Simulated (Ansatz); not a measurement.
Species: 1,3-thiazole-4-carbaldehyde, C4H3NOS, charge 0, multiplicity 1. SMILES: O=Cc1cscn1
Coordinates optimised at B3LYP-D3(BJ)/def2-TZVP (Ansatz, a quantum-chemistry and plane-wave program):
```
C
C 1 1.3706
N 1 1.3750 2 115.22
C 3 1.2936 1 110.89 2 0.00
H 2 1.0770 1 127.19 3 -180.00
H 4 1.0802 3 124.44 1 -180.00
C 1 1.4725 2 125.19 5 0.00
O 7 1.2083 1 124.08 2 0.00
H 7 1.1058 8 122.04 1 -180.00
S 2 1.7045 5 122.87 1 180.00
```

Quantity: atomisation energy (electronic, to ground-state atoms), in eV. Correlated levels leave the core frozen unless marked. Open shells are spin-unrestricted. No spin-orbit coupling. Non-relativistic. The coupled-cluster limit lacks core correlation, which all-electron functionals hold. Basis-set limits of correlation are two-point, X^-3; Hartree-Fock from the larger set.

| level | program | atomisation energy (eV) |
|---|---|---|
| HF/cc-pV(D+d)Z | Ansatz | 31.03 |

Problem. What does CCSD(T)/CBS(aug-cc-pV(T+d)Z,aug-cc-pV(Q+d)Z) (Ansatz) give?

Solution. 47.65 eV, so HF/cc-pV(D+d)Z differs from it by -16.62 eV.
